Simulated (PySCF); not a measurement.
Compound: C4H9NSi2.
Geometry (GFN2-xTB, Å), atoms numbered from 1 in this order:
```
atom  x, y, z in Å
N1     3.7276    0.4809   -1.0754
C2     2.8543   -0.1348   -0.6640
C3     1.7491   -0.8647   -0.1399
Si4    0.4493    0.3371    0.6044
C5    -0.6231    1.1865   -0.7353
Si6   -2.1597    0.1265   -0.2720
C7    -1.1144   -0.6291    1.1529
H8     1.3015   -1.4527   -0.9416
H9     2.1117   -1.5494    0.6270
H10    1.0999    1.1886    1.6044
H11   -0.2714    1.0810   -1.7583
H12   -0.7651    2.2507   -0.5693
H13   -3.3267    0.8929    0.1630
H14   -2.5413   -0.8433   -1.3012
H15   -1.0339   -1.7129    1.1526
H16   -1.4653   -0.3484    2.1415
```

NICS = −σ at a ghost point: NICS(0) at the centroid of the ring atoms, NICS(1) 1 Å to either side along the normal of their mean plane, zz for the tensor component along that normal. Level: GIAO PBE0/pcSseg-1 (PySCF, non-relativistic, gas phase) on the GFN2-xTB geometry, one conformer.

Ring bond lengths (Å), with Mayer bond orders in brackets: Si4–C5 1.915 (0.93), C5–Si6 1.923 (0.91), Si6–C7 1.922 (0.91), C7–Si4 1.918 (0.91).

Task: Give the NICS values of each ring in ppm.

Result: 
```json
{"ring": "Si4–C5–Si6–C7", "type": "4-membered ring with 2 Si; formal bonds all single", "NICS(0)": "0.8", "NICS(1), two faces": "-1.0 / -0.8", "NICS(1)zz, two faces": "5.0 / 5.5", "rms pucker (Å)": "0.03", "centre to ring atoms, mean (Å)": "1.36"}
```

Task: What can be read from them?

Result: 
- Si4–C5–Si6–C7: mean NICS(1)zz 5.2 ppm, deshielded. Si4, C5, Si6, C7 have four or more neighbours; no verdict on aromaticity is drawn.

Task: What is the mean of the two in-plane components of NICS at the first NICS(1) probe listed for ring Si4–C5–Si6–C7, 1 Å off the ring?

Result: The isotropic value is a third of the trace: (3 × -1.0 − (5.0))/2 = -4.0 ppm.
